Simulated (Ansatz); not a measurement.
A set of 12 reactions (silylene extrusion), with CCSD(T)/CBS values in kJ/mol:

```csv
reaction,ΔE
`N=C([SiH3])Cl` → `N=CCl` + `[SiH2]`,242.9
`[CH3][AlH][SiH2]S` → `[CH3][AlH][SH]` + `[SiH2]`,170.2
`C[SiH](F)N[SiH](O)O` → `C[Si]F` + `N[SiH](O)O`,279.1
`C=C(S)[SiH2]Cl` → `C=CS` + `[SiH]Cl`,203.3
`CC[SiH](Cl)O[SiH3]` → `CCCl` + `[SiH]O[SiH3]`,366.7
`N[Si@@H](Cl)[C@H](O)F` → `N[Si]Cl` + `OCF`,101.2
`O[Si](O)(Cl)C[SiH2]Cl` → `ClC[SiH2]Cl` + `O[Si]O`,345.4
`O=CC(O)[SiH3]` → `O=CCO` + `[SiH2]`,226.2
`CS[SiH2]O` → H₂ + `CS[Si]O`,150.5
`FB1CC1[SiH3]` → `FB1CC1` + `[SiH2]`,252.7
`F[Si](Cl)(Br)Br` → Br₂ + `F[Si]Cl`,420.7
`CC(C)[SiH2]Cl` → HCl + `CC(C)[SiH]`,339.4
```

Computed with Ansatz on PBE0-D4/def2-TZVP structures; ΔE is electronic, products minus reactants. CBS: MP2 limit from def2 TZ/QZ plus the TZ coupled-cluster correction, frozen cores. This one scheme is used for every species. Functionals use def2-TZVPP. B3LYP here is the variant with VWN-RPA as its local correlation; programs differ in this. For Br outer-core shells are correlated without core-valence functions, which leaves a few kJ/mol of doubt a bond. Scalar relativity is left out up to krypton. One conformer a species, not always the lowest.

Q: Give the mean, mean absolute and largest difference (level minus CCSD(T)/CBS, kJ/mol) for: PBE-D4, PBE0-D4, B3LYP-D4, ωB97X-V, ωB97M-V, B2PLYP, PBE, PBE0, MP2/def2-TZVPP, CCSD/def2-TZVPP, CCSD(T)/def2-TZVPP, MP2/def2-QZVPP, HF/CBS(def2), CCSD/CBS(def2). (Estimate.)

A: The calculation gave: 
| level | mean | mean absolute | largest |
| --- | --- | --- | --- |
| PBE-D4 | -7.0 | 12.4 | -28.5 |
| PBE0-D4 | 7.0 | 7.4 | 21.4 |
| B3LYP-D4 | -9.0 | 9.0 | -30.0 |
| ωB97X-V | 7.8 | 7.8 | 12.4 |
| ωB97M-V | -7.5 | 7.5 | -16.3 |
| B2PLYP | -10.4 | 10.4 | -22.5 |
| PBE | -17.4 | 19.0 | -41.9 |
| PBE0 | -2.2 | 6.4 | 15.0 |
| MP2/def2-TZVPP | 12.7 | 12.7 | 25.6 |
| CCSD/def2-TZVPP | -8.6 | 9.2 | -14.4 |
| CCSD(T)/def2-TZVPP | -6.3 | 6.3 | -9.0 |
| MP2/def2-QZVPP | 16.3 | 16.3 | 29.4 |
| HF/CBS(def2) | -12.8 | 18.5 | -28.7 |
| CCSD/CBS(def2) | -2.3 | 3.5 | -6.9 |

The largest T1 diagnostic in the set is 0.015, for `O[Si]O` (customary mark 0.02).

CCSD(T)/CBS is a level of theory with its own doubt, and the functionals carry their triple-zeta basis error, so these figures describe this set and don't rank the functionals.
